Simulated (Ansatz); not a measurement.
System: C₃H₆O, charge 0, multiplicity 1. 
Geometry from a B3LYP-D3(BJ)/def2-TZVP (Ansatz, a first-principles code) optimisation:
```
C
H 1 1.0883
O 1 1.4326 2 113.21
C 3 1.4309 1 61.46 2 108.79
H 4 1.0859 3 115.26 1 -111.45
H 4 1.0864 5 115.42 3 138.05
C 1 1.5007 2 115.53 3 -138.24
H 7 1.0905 1 110.63 2 -179.55
H 7 1.0919 8 108.34 1 121.39
H 7 1.0926 8 108.70 9 117.14
```

Basis-set convergence of Hartree-Fock and CCSD(T) correlation energies (hartree) with Ansatz. Valence correlation only, unless marked. No spin-orbit coupling. No relativistic terms.

| basis | functions | E(HF) | E(corr, CCSD(T)) | rough core time |
|---|---|---|---|---|
| cc-pVDZ | - | -191.92224 | -0.66413 | under 20 s |
| cc-pVTZ | 204 | [?] | [?] | 110 s |

Problem. Some entries are withheld; supply them.

Solution. 
- cc-pVTZ, E(HF): -191.98105
- cc-pVTZ, E(corr, CCSD(T)): -0.80972
